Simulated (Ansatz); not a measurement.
H2S2Sn (`[SH][Sn][SH]`). Total charge 0; spin multiplicity 1. Sn takes the def2 core potential. All single points use the PBE0-D4/def2-TZVP geometry. It is one conformer, not always the lowest.

```xyz
5

S    -0.334    1.399   -0.255
Sn    1.273   -0.419   -0.401
S    -0.190   -2.052    0.652
H     0.481    2.294   -0.838
H    -1.229   -1.222    0.842
```

**Question.** What is the dipole moment at PBE/def2-TZVPP? (An estimate is asked.)

**Answer.** Computed: 1.98 D, with components (1.60, 0.78, -0.87) D in this frame, pointing from negative to positive charge.

**Question.** And with r2SCAN, B3LYP, ωB97M-V? (Estimate.)

**Answer.** Computed: r2SCAN 2.04 D, B3LYP 2.16 D, ωB97M-V 2.21 D.

**Question.** Give the Mulliken charges with PBE, r2SCAN, ωB97M-V in def2-TZVPP. (Estimate.)

**Answer.** Computed: 
| atom | PBE | r2SCAN | ωB97M-V |
| --- | --- | --- | --- |
| S1 | -0.38 | -0.39 | -0.37 |
| Sn2 | 0.51 | 0.55 | 0.50 |
| S3 | -0.38 | -0.39 | -0.37 |
| H4 | 0.12 | 0.11 | 0.12 |
| H5 | 0.12 | 0.12 | 0.13 |

B3LYP here is the variant with VWN-RPA as its local correlation; programs differ in this.
